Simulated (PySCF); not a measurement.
# Excitation energies in several basis sets

CH₉BNP.
SMILES: `C[B@@H-]([NH3+])P`

TDDFT with PBE0 (PySCF), vertical singlets, core orbitals frozen in the response, spherical d and f functions. One conformer (not necessarily the lowest) at the PBE0-D3(BJ)/def2-SVP geometry, without solvent, vibrations or thermal averaging.

Question: Compare 6-31+G*, aug-cc-pVDZ, def2-TZVP and def2-TZVPD for this molecule.

Answer: 

| basis | functions | diffuse | S1 (eV) | S2 (eV) | S3 (eV) | S4 (eV) | S5 (eV) | LUMO (eV) | α (au) |
| --- | --- | --- | --- | --- | --- | --- | --- | --- | --- |
| 6-31+G* | 94 | yes | 4.30 | 5.60 | 5.74 | 5.86 | 5.94 | -0.78 | 66.0 |
| aug-cc-pVDZ | 177 | yes | 4.27 | 5.42 | 5.52 | 5.62 | 5.77 | -0.90 | 73.8 |
| def2-TZVP | 184 | no | 4.81 | 6.04 | 6.30 | 6.44 | 6.72 | -0.19 | 67.5 |
| def2-TZVPD | 235 | yes | 4.41 | 5.78 | 5.85 | 5.92 | 6.05 | -0.71 | 73.3 |

States are compared by their number. Against the largest diffuse basis here (def2-TZVPD, itself not a converged limit), sets without diffuse functions differ by up to 0.40 eV in S1 and 0.67 eV in S5; the smaller diffuse sets differ by up to 0.14 and 0.28 eV. Every set without diffuse functions puts S1 more than 0.3 eV higher, so even the lowest state needs them here. State by state, the largest deviation of a set without diffuse functions is S1 0.40, S2 0.26, S3 0.45, S4 0.52, S5 0.67 eV. The same number needn't mean the same state in each row. Against def2-TZVPD the polarisability deviates by -10% in 6-31+G*, +1% in aug-cc-pVDZ, -8% in def2-TZVP. A single + in a Pople set puts diffuse functions on heavy atoms only.
